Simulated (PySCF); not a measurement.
**PbO and its ions**

PBE0; basis Pb def2-SVP with ECP60, O def2-SVP; scalar-relativistic core potentials; PySCF 2.14. Neutral (UKS): singlet (closed shell), Re = 1.929 Å, ωe = 778 cm⁻¹, De = 4.33 eV, HOMO -7.18 eV, LUMO -2.05 eV.

PbO⁺ (UKS): doublet (π ↑), Re = 2.106 Å, ωe = 585 cm⁻¹. The energies at the minima are -267.91717 hartree for PbO and -267.60070 for PbO⁺.

Problem. Work out the adiabatic ionisation energy, without and with harmonic zero-point energies (1 hartree = 27.2114 eV, 1 eV = 8065.5 cm⁻¹), and the change of the bond length.

Solution. At PBE0: 0.31647 hartree = 8.612 eV between the minima; the zero-point term (585.0 − 778.0)/2 cm⁻¹ = -0.012 eV makes it 8.600 eV. Re changes by +17.7 pm against the neutral. Minus the HOMO energy is 7.18 eV, -1.43 eV from the value between the minima; self-interaction puts the Kohn–Sham level too high, less so with exact exchange. The electron leaves a π orbital; in so polar a molecule the change of length follows mostly from the change of the ionic charges.

Spin–orbit coupling is left out, which matters for elements this heavy, above all for dissociation energies. States were picked by a PBE0 search and need not be the measured ground states.
